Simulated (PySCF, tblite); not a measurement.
Isomers of C8H11NSi, one GFN2-xTB conformer each. Single-point energies are computed at PBE0/pcSseg-1 (PySCF, gas phase, no added dispersion term), electronic only.

```csv
SMILES,GFN2-xTB relative energy (kJ/mol)
c1cc(C2C[SiH2]C2)ccn1,1.1
c1ccc(C2C[SiH2]C2)nc1,0.0
C#CC[Si@H]1C[C@H](CC#N)C1,272.0
```

Conformers: `[cH:1]1[cH:2][c:3]([CH:4]2[CH2:5][SiH2:6][CH2:7]2)[cH:8][cH:9][n:10]1` with C2–C3–C4–C5 -56°; `[cH:1]1[cH:2][cH:3][c:4]([CH:5]2[CH2:6][SiH2:7][CH2:8]2)[n:9][cH:10]1` with C3–C4–C5–C6 -55°; `[CH:1]#[C:2][CH2:3][Si@H:4]1[CH2:5][C@H:6]([CH2:7][C:8]#[N:9])[CH2:10]1` with C2–C3–Si4–C5 -45°, C5–C6–C7–C8 -176°, C3–Si4–C5–C6 123°, Si4–C5–C6–C7 107°, C5–C6–C10–Si4 11°, C3–Si4–C10–C6 -122°.

What does PBE0/pcSseg-1 give for the same structures?

```csv
SMILES,PBE0/pcSseg-1 E (Eh),PBE0/pcSseg-1 (kJ/mol),GFN2-xTB (kJ/mol),point group
c1ccc(C2C[SiH2]C2)nc1,-655.07406,0.0,0.0,near Cs
c1cc(C2C[SiH2]C2)ccn1,-655.07259,3.9,1.1,Cs
C#CC[Si@H]1C[C@H](CC#N)C1,-655.00307,186.4,272.0,C1
```

Both levels put the same isomer lowest; measured from each level's own lowest isomer, the values differ by up to 85.6 kJ/mol (C#CC[Si@H]1C[C@H](CC#N)C1: 272.0 against 186.4). As drawn, the lowest has an aromatic ring, which the highest lacks; the highest has a C≡N group and a C≡C bond, which the lowest lacks. Neighbours under 10 kJ/mol apart (c1ccc(C2C[SiH2]C2)nc1 and c1cc(C2C[SiH2]C2)ccn1) can change places with a better method, another conformer or zero-point energy.

Which frontier levels, dipoles and rotational constants go with these structures?

```
                   SMILES  HOMO (eV, PBE0/pcSseg-1)  LUMO (eV)  dipole (D)       A, B, C (MHz)
    c1ccc(C2C[SiH2]C2)nc1                     -7.22      -0.63        1.70  3101, 678.8, 621.6
    c1cc(C2C[SiH2]C2)ccn1                     -7.25      -0.74        2.80  3118, 664.9, 610.4
C#CC[Si@H]1C[C@H](CC#N)C1                     -7.67       0.42        4.32  2532, 553.0, 522.2
```

What happens when harmonic zero-point energies from GFN2-xTB frequencies are added?

```
                   SMILES  ZPE (kJ/mol)  electronic (kJ/mol)  with ZPE (kJ/mol)
    c1ccc(C2C[SiH2]C2)nc1         430.7                  0.0                0.0
    c1cc(C2C[SiH2]C2)ccn1         431.1                  3.9                4.3
C#CC[Si@H]1C[C@H](CC#N)C1         425.9                186.4              181.6
```

The zero-point energies span 5.2 kJ/mol. The order is unchanged.
